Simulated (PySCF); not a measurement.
Br$_{3}$In, charge -1, doublet, geometry from GFN2-xTB (such geometries of metal compounds can be far from the true shape) (a state made from the parent by changing its charge; the spin is typed, not shown lowest) (all electrons, no relativity), with bond 4-1 at 1.6 times its length; PySCF with B3LYP/3-21G.

The PySCF input:
```python
from pyscf import gto, scf, dft

mol = gto.M(
    atom='''
In   -0.242139    0.266328    0.544299
Br   -1.919181   -1.622699   -0.424872
Br    0.107088    2.147793   -1.368373
Br    3.587024   -1.596520    1.323382
''',
    basis='3-21g',
    charge=-1,
    spin=1,
    verbose=4,
)

mf = dft.UKS(mol)
mf.xc = 'b3lyp'
mf.level_shift = 1.0
mf.max_cycle = 100
mf.kernel()
```

Output, abridged:

```
PySCF version 2.14.0

[INPUT] verbose = 4
[INPUT] num. atoms = 4
[INPUT] num. electrons = 155
[INPUT] charge = -1
[INPUT] spin (= nelec alpha-beta = 2S) = 1
[INPUT] symmetry False subgroup None
[INPUT] Mole.unit = angstrom
[INPUT] Symbol           X                Y                Z      unit          X                Y                Z       unit  Magmom
[INPUT]  1 In    -0.242139000000   0.266328000000   0.544299000000 AA   -0.457576394076   0.503286979303   1.028576039875 Bohr   0.0
[INPUT]  2 Br    -1.919181000000  -1.622699000000  -0.424872000000 AA   -3.626726473469  -3.066456692606  -0.802891717996 Bohr   0.0
[INPUT]  3 Br     0.107088000000   2.147793000000  -1.368373000000 AA    0.202366991227   4.058740542258  -2.585850206249 Bohr   0.0
[INPUT]  4 Br     3.587024000000  -1.596520000000   1.323382000000 AA    6.778492962242  -3.016985552391   2.500829538179 Bohr   0.0

nuclear repulsion = 1252.81664211457
number of shells = 43
number of NR pGTOs = 243
number of NR cGTOs = 97
basis = 3-21g
ecp = {}

******** <class 'pyscf.dft.uks.UKS'> ********
method = UKS
initial guess = minao
damping factor = 0
level_shift factor = 1.0
DIIS = <class 'pyscf.scf.diis.CDIIS'>
diis_start_cycle = 1
diis_space = 8
diis_damp = 0
SCF conv_tol = 1e-09
SCF conv_tol_grad = None
SCF max_cycles = 100
direct_scf = True
direct_scf_tol = 1e-13
number electrons alpha = 78  beta = 77
XC library pyscf.dft.libxc version 7.1.2
    S. Lehtola, C. Steigemann, M. J. T. Oliveira, and M. A. L. Marques,  SoftwareX 7, 1–5 (2018)
XC functionals = b3lyp
    P. J. Stephens, F. J. Devlin, C. F. Chabalowski, and M. J. Frisch,  J. Phys. Chem. 98, 11623 (1994)
radial grids:
    Treutler-Ahlrichs [JCP 102, 346 (1995); DOI:10.1063/1.469408] (M4) radial grids

becke partition: Becke, JCP 88, 2547 (1988); DOI:10.1063/1.454033
pruning grids: <function nwchem_prune>
grids dens level: 3
symmetrized grids: False
atomic radii adjust function: <function treutler_atomic_radii_adjust>
small_rho_cutoff = 0
Set gradient conv threshold to 3.16228e-05
tot grids = 83152
init E= -13382.9286168497

cycle= 1 E= -13402.6539863763  delta_E= -19.7  |g|= 0.419  |ddm|= 1.18
cycle= 2 E= -13402.7672904689  delta_E= -0.113  |g|= 0.127  |ddm|= 0.558
cycle= 3 E= -13402.7846593011  delta_E= -0.0174  |g|= 0.0803  |ddm|= 0.152
cycle= 4 E= -13402.7922967066  delta_E= -0.00764  |g|= 0.0624  |ddm|= 0.0905
cycle= 5 E= -13402.7971582776  delta_E= -0.00486  |g|= 0.0518  |ddm|= 0.0693
cycle= 6 E= -13402.8007418206  delta_E= -0.00358  |g|= 0.0453  |ddm|= 0.0585
cycle= 7 E= -13402.8035282229  delta_E= -0.00279  |g|= 0.0409  |ddm|= 0.051
cycle= 8 E= -13402.805823665  delta_E= -0.0023  |g|= 0.0374  |ddm|= 0.0446
cycle= 9 E= -13402.8075361277  delta_E= -0.00171  |g|= 0.0373  |ddm|= 0.0432
cycle= 10 E= -13402.8090922969  delta_E= -0.00156  |g|= 0.0361  |ddm|= 0.0363
cycle= 11 E= -13402.8103548791  delta_E= -0.00126  |g|= 0.0364  |ddm|= 0.035
cycle= 12 E= -13402.8115837965  delta_E= -0.00123  |g|= 0.035  |ddm|= 0.0308
cycle= 13 E= -13402.8124215928  delta_E= -0.000838  |g|= 0.0376  |ddm|= 0.0336
cycle= 14 E= -13402.8132721691  delta_E= -0.000851  |g|= 0.0384  |ddm|= 0.0288
cycle= 15 E= -13402.8141481636  delta_E= -0.000876  |g|= 0.0373  |ddm|= 0.0258
cycle= 16 E= -13402.8148577497  delta_E= -0.00071  |g|= 0.0378  |ddm|= 0.0274
cycle= 17 E= -13402.8155437734  delta_E= -0.000686  |g|= 0.0375  |ddm|= 0.0249
cycle= 18 E= -13402.8161018373  delta_E= -0.000558  |g|= 0.0381  |ddm|= 0.0236
cycle= 19 E= -13402.816500194  delta_E= -0.000398  |g|= 0.0398  |ddm|= 0.0235
cycle= 20 E= -13402.8169749326  delta_E= -0.000475  |g|= 0.0396  |ddm|= 0.0205
cycle= 21 E= -13402.8173817605  delta_E= -0.000407  |g|= 0.0395  |ddm|= 0.0195
cycle= 22 E= -13402.8177716237  delta_E= -0.00039  |g|= 0.0389  |ddm|= 0.018
cycle= 23 E= -13402.8181500686  delta_E= -0.000378  |g|= 0.038  |ddm|= 0.0163
cycle= 24 E= -13402.8184220518  delta_E= -0.000272  |g|= 0.038  |ddm|= 0.0147
cycle= 25 E= -13402.8187126842  delta_E= -0.000291  |g|= 0.0372  |ddm|= 0.0129
cycle= 26 E= -13402.8190014127  delta_E= -0.000289  |g|= 0.036  |ddm|= 0.0122
cycle= 27 E= -13402.8192210813  delta_E= -0.00022  |g|= 0.0354  |ddm|= 0.0118
cycle= 28 E= -13402.8194335059  delta_E= -0.000212  |g|= 0.0346  |ddm|= 0.011
cycle= 29 E= -13402.8196056661  delta_E= -0.000172  |g|= 0.0341  |ddm|= 0.0102
cycle= 30 E= -13402.8197746754  delta_E= -0.000169  |g|= 0.0334  |ddm|= 0.00976
cycle= 31 E= -13402.8201090215  delta_E= -0.000334  |g|= 0.0295  |ddm|= 0.0111
cycle= 32 E= -13402.8203686634  delta_E= -0.00026  |g|= 0.027  |ddm|= 0.00951
cycle= 33 E= -13402.8206316365  delta_E= -0.000263  |g|= 0.024  |ddm|= 0.00994
cycle= 34 E= -13402.8207479735  delta_E= -0.000116  |g|= 0.0236  |ddm|= 0.00703
cycle= 35 E= -13402.8208153096  delta_E= -6.73e-05  |g|= 0.024  |ddm|= 0.00639
cycle= 36 E= -13402.8209819844  delta_E= -0.000167  |g|= 0.0218  |ddm|= 0.00716
cycle= 37 E= -13402.821056647  delta_E= -7.47e-05  |g|= 0.0216  |ddm|= 0.00548
cycle= 38 E= -13402.8211474001  delta_E= -9.08e-05  |g|= 0.0207  |ddm|= 0.00498
cycle= 39 E= -13402.8212471591  delta_E= -9.98e-05  |g|= 0.0194  |ddm|= 0.00508
cycle= 40 E= -13402.8213374158  delta_E= -9.03e-05  |g|= 0.0182  |ddm|= 0.00488
cycle= 41 E= -13402.821431388  delta_E= -9.4e-05  |g|= 0.0167  |ddm|= 0.00506
cycle= 42 E= -13402.821501054  delta_E= -6.97e-05  |g|= 0.0158  |ddm|= 0.00443
cycle= 43 E= -13402.8215614027  delta_E= -6.03e-05  |g|= 0.015  |ddm|= 0.00406
cycle= 44 E= -13402.8216107675  delta_E= -4.94e-05  |g|= 0.0144  |ddm|= 0.00374
cycle= 45 E= -13402.8216651852  delta_E= -5.44e-05  |g|= 0.0135  |ddm|= 0.00389
cycle= 46 E= -13402.8217138593  delta_E= -4.87e-05  |g|= 0.0126  |ddm|= 0.0037
cycle= 47 E= -13402.8217526905  delta_E= -3.88e-05  |g|= 0.012  |ddm|= 0.00336
cycle= 48 E= -13402.8217859725  delta_E= -3.33e-05  |g|= 0.0115  |ddm|= 0.00318
cycle= 49 E= -13402.8218172535  delta_E= -3.13e-05  |g|= 0.0109  |ddm|= 0.003
cycle= 50 E= -13402.8218396748  delta_E= -2.24e-05  |g|= 0.0107  |ddm|= 0.00278
cycle= 51 E= -13402.821860957  delta_E= -2.13e-05  |g|= 0.0103  |ddm|= 0.00256
cycle= 52 E= -13402.8218796399  delta_E= -1.87e-05  |g|= 0.0101  |ddm|= 0.00241
cycle= 53 E= -13402.8218963676  delta_E= -1.67e-05  |g|= 0.00981  |ddm|= 0.00228
cycle= 54 E= -13402.8219121326  delta_E= -1.58e-05  |g|= 0.00952  |ddm|= 0.00214
cycle= 55 E= -13402.8219271274  delta_E= -1.5e-05  |g|= 0.00921  |ddm|= 0.00206
cycle= 56 E= -13402.8219386646  delta_E= -1.15e-05  |g|= 0.00904  |ddm|= 0.00201
cycle= 57 E= -13402.8219503554  delta_E= -1.17e-05  |g|= 0.0088  |ddm|= 0.00194
cycle= 58 E= -13402.8219622583  delta_E= -1.19e-05  |g|= 0.00851  |ddm|= 0.00191
cycle= 59 E= -13402.8219737454  delta_E= -1.15e-05  |g|= 0.00821  |ddm|= 0.00183
cycle= 60 E= -13402.8219838544  delta_E= -1.01e-05  |g|= 0.00795  |ddm|= 0.00172
cycle= 61 E= -13402.8219900134  delta_E= -6.16e-06  |g|= 0.00788  |ddm|= 0.0018
cycle= 62 E= -13402.8219989675  delta_E= -8.95e-06  |g|= 0.00757  |ddm|= 0.00166
cycle= 63 E= -13402.8220107808  delta_E= -1.18e-05  |g|= 0.00707  |ddm|= 0.00178
cycle= 64 E= -13402.8220213747  delta_E= -1.06e-05  |g|= 0.00664  |ddm|= 0.0017
cycle= 65 E= -13402.8220323412  delta_E= -1.1e-05  |g|= 0.0061  |ddm|= 0.00172
cycle= 66 E= -13402.8220421894  delta_E= -9.85e-06  |g|= 0.00562  |ddm|= 0.00165
cycle= 67 E= -13402.8220530397  delta_E= -1.09e-05  |g|= 0.00499  |ddm|= 0.0019
cycle= 68 E= -13402.8220624365  delta_E= -9.4e-06  |g|= 0.00443  |ddm|= 0.00181
cycle= 69 E= -13402.8220706815  delta_E= -8.24e-06  |g|= 0.0039  |ddm|= 0.00172
cycle= 70 E= -13402.82207743  delta_E= -6.75e-06  |g|= 0.00347  |ddm|= 0.00158
cycle= 71 E= -13402.8220816512  delta_E= -4.22e-06  |g|= 0.00331  |ddm|= 0.0013
cycle= 72 E= -13402.8220844935  delta_E= -2.84e-06  |g|= 0.00327  |ddm|= 0.00113
cycle= 73 E= -13402.8220874044  delta_E= -2.91e-06  |g|= 0.00314  |ddm|= 0.00101
cycle= 74 E= -13402.8220895  delta_E= -2.1e-06  |g|= 0.0031  |ddm|= 0.000939
cycle= 75 E= -13402.8220915763  delta_E= -2.08e-06  |g|= 0.00302  |ddm|= 0.000856
cycle= 76 E= -13402.8220935022  delta_E= -1.93e-06  |g|= 0.00292  |ddm|= 0.000827
cycle= 77 E= -13402.8220953448  delta_E= -1.84e-06  |g|= 0.00281  |ddm|= 0.000768
cycle= 78 E= -13402.8220968396  delta_E= -1.49e-06  |g|= 0.00274  |ddm|= 0.000751
cycle= 79 E= -13402.82209849  delta_E= -1.65e-06  |g|= 0.00261  |ddm|= 0.000724
cycle= 80 E= -13402.8220997766  delta_E= -1.29e-06  |g|= 0.00254  |ddm|= 0.000685
cycle= 81 E= -13402.822100886  delta_E= -1.11e-06  |g|= 0.00248  |ddm|= 0.000685
cycle= 82 E= -13402.822101908  delta_E= -1.02e-06  |g|= 0.00242  |ddm|= 0.000628
cycle= 83 E= -13402.822102855  delta_E= -9.47e-07  |g|= 0.00235  |ddm|= 0.000588
cycle= 84 E= -13402.8221036266  delta_E= -7.72e-07  |g|= 0.00231  |ddm|= 0.000561
cycle= 85 E= -13402.8221044344  delta_E= -8.08e-07  |g|= 0.00224  |ddm|= 0.000567
cycle= 86 E= -13402.8221052543  delta_E= -8.2e-07  |g|= 0.00216  |ddm|= 0.00053
cycle= 87 E= -13402.8221060809  delta_E= -8.27e-07  |g|= 0.00208  |ddm|= 0.000607
cycle= 88 E= -13402.8221069027  delta_E= -8.22e-07  |g|= 0.00198  |ddm|= 0.000554
cycle= 89 E= -13402.8221074731  delta_E= -5.7e-07  |g|= 0.00193  |ddm|= 0.000521
cycle= 90 E= -13402.8221080175  delta_E= -5.44e-07  |g|= 0.00187  |ddm|= 0.000491
cycle= 91 E= -13402.8221086284  delta_E= -6.11e-07  |g|= 0.00179  |ddm|= 0.000517
cycle= 92 E= -13402.8221091551  delta_E= -5.27e-07  |g|= 0.00173  |ddm|= 0.000507
cycle= 93 E= -13402.8221097009  delta_E= -5.46e-07  |g|= 0.00165  |ddm|= 0.000505
cycle= 94 E= -13402.8221105344  delta_E= -8.34e-07  |g|= 0.00145  |ddm|= 0.000616
cycle= 95 E= -13402.8221112987  delta_E= -7.64e-07  |g|= 0.00128  |ddm|= 0.000571
cycle= 96 E= -13402.8221119251  delta_E= -6.26e-07  |g|= 0.00113  |ddm|= 0.000488
cycle= 97 E= -13402.8221122614  delta_E= -3.36e-07  |g|= 0.00109  |ddm|= 0.000386
cycle= 98 E= -13402.8221125814  delta_E= -3.2e-07  |g|= 0.00104  |ddm|= 0.000357
cycle= 99 E= -13402.8221128835  delta_E= -3.02e-07  |g|= 0.000981  |ddm|= 0.00034
cycle= 100 E= -13402.8221131448  delta_E= -2.61e-07  |g|= 0.000929  |ddm|= 0.000314
SCF not converged.
SCF energy = -13402.8221131448 after 100 cycles  <S^2> = 0.75588668  2S+1 = 2.005878
```

Convergence was not reached.
